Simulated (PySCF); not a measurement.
**Deuteron quadrupole couplings in `CCC([SiH3])(CC)[SiH2][SiH3]`**

Species: C₅H₁₈Si₃.
Structure used (GFN2-xTB), in Å, numbered top down from 1:
```xyz
26
C5H18Si3 angstrom
C     -2.6093   -0.9393   -0.5200
C     -1.1213   -1.0857   -0.8204
C     -0.1742   -0.3541    0.1426
Si    -0.3730   -1.0239    1.9264
C     -0.4386    1.1592    0.1839
C     -0.3254    1.8758   -1.1578
Si     1.6264   -0.7065   -0.4460
Si     3.1839    0.7183    0.4818
H     -3.1899   -1.4959   -1.2536
H     -2.8472   -1.3282    0.4670
H     -2.9200    0.1013   -0.5657
H     -0.9404   -0.7406   -1.8422
H     -0.8693   -2.1499   -0.8023
H     -0.3296   -2.4863    1.9147
H      0.7140   -0.5010    2.7586
H     -1.6370   -0.5881    2.5278
H     -1.4356    1.3482    0.5928
H      0.2753    1.6160    0.8775
H      0.6624    1.7369   -1.5922
H     -1.0667    1.5081   -1.8625
H     -0.4908    2.9434   -1.0240
H      1.6498   -0.6534   -1.9213
H      1.9027   -2.1249   -0.1559
H      3.0147    0.9212    1.9238
H      4.5463    0.2139    0.2957
H      3.1718    2.0583   -0.1154
```

Level: PBE0/pcSseg-1 (PySCF, non-relativistic); Q(2H) = 0.00286 b; rigid geometry, the same for H and D, with no vibrational averaging.

Question: Rank these positions by the coupling χzz of a deuteron there, largest first.
A. H22 (Si–H hydrogen)
B. H26 (Si–H hydrogen)
C. H10 (methyl hydrogen)
D. H12 (methylene hydrogen)

Answer: C (211 kHz), D (202 kHz), B (110 kHz), A (105 kHz).

Q: What are Vzz, η and χzz (234.96 MHz × Q × Vzz) at all hydrogens?

A: 
| atom | bonded to | bond length (Å) | Vzz (au) | η | χzz (kHz) |
| --- | --- | --- | --- | --- | --- |
| H9 | C1 | 1.089 | 0.3141 | 0.01 | 211 |
| H10 | C1 | 1.087 | 0.3147 | 0.03 | 211 |
| H11 | C1 | 1.087 | 0.3166 | 0.02 | 213 |
| H12 | C2 | 1.094 | 0.3000 | 0.03 | 202 |
| H13 | C2 | 1.094 | 0.2997 | 0.03 | 201 |
| H14 | Si4 | 1.463 | 0.1648 | 0.01 | 111 |
| H15 | Si4 | 1.465 | 0.1622 | 0.02 | 109 |
| H16 | Si4 | 1.466 | 0.1622 | 0.01 | 109 |
| H17 | C5 | 1.094 | 0.2994 | 0.03 | 201 |
| H18 | C5 | 1.095 | 0.2980 | 0.02 | 200 |
| H19 | C6 | 1.088 | 0.3135 | 0.04 | 211 |
| H20 | C6 | 1.087 | 0.3165 | 0.02 | 213 |
| H21 | C6 | 1.089 | 0.3140 | 0.01 | 211 |
| H22 | Si7 | 1.477 | 0.1567 | 0.02 | 105 |
| H23 | Si7 | 1.474 | 0.1586 | 0.02 | 107 |
| H24 | Si8 | 1.466 | 0.1635 | 0.00 | 110 |
| H25 | Si8 | 1.465 | 0.1649 | 0.00 | 111 |
| H26 | Si8 | 1.467 | 0.1631 | 0.00 | 110 |

Q: Average by the element that carries the hydrogen.

A: on C: 207 kHz over 10 positions, mean bond length 1.090 Å; on Si: 109 kHz over 8 positions, mean bond length 1.468 Å.

Q: How does χzz go with the bond length over the 10 C–H bonds?

A: A straight-line fit has a slope of -16.0 kHz for each 0.01 Å, with a correlation coefficient of -0.99, over lengths from 1.087 to 1.095 Å. The longer bonds have the smaller couplings here.

Q: A static deuteron (I = 1) shows a doublet split by (3/2)χ, (3/4)χ(1 + η) and (3/4)χ(1 − η) with the field along z, y and x of the gradient. What are these for H10?

A: With |χ| = 211.5 kHz and η = 0.033: 317, 164 and 153 kHz, to first order and without motion.

One conformer (not necessarily the lowest) at the GFN2-xTB geometry, without solvent, vibrations or thermal averaging. GFN2-xTB bond lengths can be off by several hundredths of an ångström, more for odd bonds, and the gradients follow them. The basis is small and wasn't made for field gradients, so the couplings can be 20 % off.
